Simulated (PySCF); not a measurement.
**Nuclear quadrupole coupling in `N[SiH](N)[C@H](F)CCF`**

Compound: C₃H₁₀F₂N₂Si.
SMILES with atom numbers: `[NH2:1][SiH:2]([NH2:3])[C@H:4]([F:5])[CH2:6][CH2:7][F:8]` (hydrogens: H9, H10 on N1; H11 on Si2; H12, H13 on N3; H14 on C4; H15, H16 on C6; H17, H18 on C7)

Geometry (GFN2-xTB, Å), atoms numbered from 1 in this order:
```xyz
18
C3H10F2N2Si angstrom
N     -1.537    1.113   -0.940
Si    -1.158   -0.468   -0.370
N     -2.432   -1.169    0.551
C      0.321   -0.583    0.874
F      0.162    0.405    1.855
C      1.719   -0.434    0.289
C      1.929    0.886   -0.437
F      1.397    0.844   -1.707
H     -0.959    1.510   -1.664
H     -1.797    1.826   -0.275
H     -0.875   -1.301   -1.532
H     -3.359   -1.162    0.161
H     -2.474   -0.998    1.542
H      0.277   -1.528    1.425
H      2.457   -0.493    1.094
H      1.891   -1.257   -0.405
H      2.994    1.108   -0.561
H      1.436    1.709    0.088
```

Field gradients from the PBE0/pcSseg-1 density (PySCF, non-relativistic), principal values in atomic units, ordered |Vxx| ≤ |Vyy| ≤ |Vzz|:

```tsv
atom	Vxx	Vyy	Vzz
N1	0.2927	0.5928	-0.8856
N3	0.3040	0.6214	-0.9254
```

Find the asymmetry η = (Vxx − Vyy)/Vzz and the couplings χ = eQV/h (234.96 MHz × Q in barn × V in au), with Q(14N) = 0.02044 b.

```tsv
atom	environment	nucleus	η	χzz (MHz)	χxx (MHz)	χyy (MHz)
N1	silicon-bound nitrogen	14N	0.34	-4.253	1.406	2.847
N3	silicon-bound nitrogen	14N	0.34	-4.444	1.460	2.984
```

The tensor is traceless: Vxx + Vyy + Vzz = 0.

What is Vzz at N1 in SI units (1 au = 9.71736 × 10²¹ V/m²)?

-0.8856 au = -8.605 × 10²¹ V/m².

What couplings would deuterons (Q(2H) = 0.00286 b) have in place of the hydrogens, at this geometry?

```csv
atom,bonded to,bond length (Å),Vzz (au),η,χzz (kHz)
H9,N1,1.007,0.4245,0.16,285
H10,N1,1.009,0.4252,0.16,286
H11,Si2,1.457,0.1650,0.02,111
H12,N3,1.006,0.4325,0.16,291
H13,N3,1.007,0.4301,0.16,289
H14,C4,1.095,0.2916,0.10,196
H15,C6,1.093,0.2997,0.04,201
H16,C6,1.090,0.3049,0.03,205
H17,C7,1.095,0.2899,0.08,195
H18,C7,1.094,0.2869,0.08,193
```

The structure is a single GFN2-xTB conformer in the gas phase; no vibrational or solvent corrections. GFN2-xTB bond lengths can be off by several hundredths of an ångström, more for odd bonds, and the gradients follow them. With so small a basis the couplings can be 20 % off.

These values come from a run that also computed NMR shieldings. Time: 70 s of wall time (with the writing of density and orbital grids); peak memory 0.85 GiB. Hardware: Arm Neoverse N1, one thread, shared host.
